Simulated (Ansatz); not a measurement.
This geometry of C₃H₈STe (13 atoms, charge 0, multiplicity 1) is a first-order saddle point.

All numbers below come from Ansatz 0.2.0, RKS PBE0-D4/def2-SVP.

```xyz
13
Properties=species:S:1:pos:R:3
C -2.256 -0.075 0.125
Te -1.024 -1.082 -1.322
C 0.761 -1.053 -0.094
C 1.549 0.253 0.061
S 0.793 1.690 -0.785
H -3.258 0.025 -0.313
H -1.828 0.918 0.313
H -2.316 -0.667 1.047
H 1.389 -1.835 -0.546
H 0.437 -1.434 0.884
H 1.637 0.501 1.128
H 2.568 0.119 -0.331
H 1.567 2.605 -0.154
```

(1) Which two structures does it join? (They come from a converged band through this point; their orientation in space is the band's.)

(2) How far does it lie above each of them?

## Answers

(1) No bond is made or broken. The dihedral Te2–C3–C4–S5 goes from -54 to 70°.

First end point:

```xyz
13
Properties=species:S:1:pos:R:3
C -2.106 0.007 0.228
Te -1.119 -1.259 -1.203
C 0.834 -1.124 -0.262
C 1.213 0.256 0.232
S 1.075 1.501 -1.097
H -3.167 0.039 -0.055
H -1.679 1.017 0.163
H -2.014 -0.405 1.241
H 1.533 -1.471 -1.037
H 0.858 -1.840 0.572
H 0.574 0.551 1.079
H 2.254 0.233 0.594
H 1.765 2.461 -0.439
```

Last end point:

```xyz
13
Properties=species:S:1:pos:R:3
C -2.317 -0.043 0.024
Te -0.994 -1.203 -1.215
C 0.761 -1.033 0.047
C 1.613 0.205 -0.148
S 0.741 1.686 0.463
H -3.332 -0.190 -0.371
H -2.038 1.016 -0.019
H -2.272 -0.417 1.055
H 1.353 -1.931 -0.191
H 0.423 -1.136 1.090
H 2.555 0.089 0.415
H 1.858 0.338 -1.212
H 1.671 2.584 0.076
```

(2) 0.168 eV above the first and 0.163 eV above the second. This is the barrier of this one path; another mechanism may lie lower.

Run time: 2.8 min on 2 threads of Intel(R) Xeon(R) Platinum 8488C (Sapphire Rapids), on a shared host, peak memory 0.37 GiB.
